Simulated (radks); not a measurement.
The numbers below are computed, except where a source is named.
Task: Coherent X-ray form factor from a spherical all-electron density. Code: a radial shooting solver on a logarithmic mesh with Libxc functionals. Model: non-relativistic Kohn-Sham, PBEsol, spin-unpolarised, spherical densities, point nucleus.

sin(theta)/lambda (1/angstrom)  f0 (electrons)
0.05                                    27.643
0.1                                     26.647
0.15                                    25.189
0.2                                     23.467
0.25                                    21.643
0.3                                     19.826
0.4                                     16.470
0.5                                     13.674
0.6                                     11.485
0.8                                      8.648
1                                        7.139
1.25                                     6.060
1.5                                      5.245
2                                        3.785

The species is in the configuration that NIST lists as its ground one. Which atom or ion scatters so?

Result: The copper ion Cu+, [Ar] 3d10. Extrapolating in s^2 from the first two rows gives f0(0) = 28.0, near the electron count 28; among species with that count, the fall with angle is slower the higher Z, and the table is that of Z = 29; from so few rows the species is fixed only to a neighbour or two.
